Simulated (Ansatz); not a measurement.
Computed with Ansatz on PBE0-D4/def2-TZVP structures; ΔE is electronic, products minus reactants. CCSD(T)/CBS is the MP2 limit (def2-TZVPP, def2-QZVPP) plus CCSD(T) − MP2 in def2-TZVPP, frozen cores. This one scheme is used for every species. DFT in def2-TZVPP. B3LYP here is the variant with VWN-RPA as its local correlation; programs differ in this. For Ge outer-core shells are correlated without core-valence functions, which leaves a few kJ/mol of doubt a bond. Scalar relativity is left out up to krypton. Each species was taken in one conformer, which may not be the lowest.

`S[SiH](Cl)Cl` + `[NH2][GeH2][Cl]` → `[Cl][GeH2][NH][SiH](Cl)Cl` + H₂S  (ligand exchange at the Si–S bond)

```csv
level,ΔE (kJ/mol),difference from CCSD(T)/CBS
PBE-D4,-1.7,13.9
r2SCAN-D4,-7.9,7.7
PBE0-D4,-6.7,8.9
B3LYP-D4,-15.1,0.5
ωB97X-V,-13.8,1.8
ωB97M-V,-14.4,1.2
B2PLYP,-11.4,4.2
PBE,4.0,19.6
r2SCAN,-5.9,9.7
PBE0,-1.4,14.2
B3LYP,-6.4,9.2
HF/def2-TZVPP,-19.0,-3.4
MP2/def2-TZVPP,-16.9,-1.3
SCS-MP2/def2-TZVPP,-18.5,-2.9
CCSD/def2-TZVPP,-20.0,-4.4
CCSD(T)/def2-TZVPP,-19.0,-3.4
HF/def2-QZVPP,-20.0,-4.4
MP2/def2-QZVPP,-15.3,0.3
SCS-MP2/def2-QZVPP,-16.7,-1.1
HF/CBS(def2),-20.1,-4.5
MP2/CBS(def2),-13.5,2.1
CCSD/CBS(def2),-16.6,-1.0
CCSD(T)/CBS,-15.6,0
```

Largest T1 diagnostic among the species: 0.010.

From PBE to PBE0 (25 % exact exchange), in def2-TZVPP and without D4, ΔE moves by −5.4 kJ/mol. The D4 term adds −8.8 kJ/mol with B3LYP and −5.4 kJ/mol with PBE0; it sums over pairs of atoms, weighted by their polarisabilities, and B3LYP, whose exchange is more repulsive, gets the larger term.
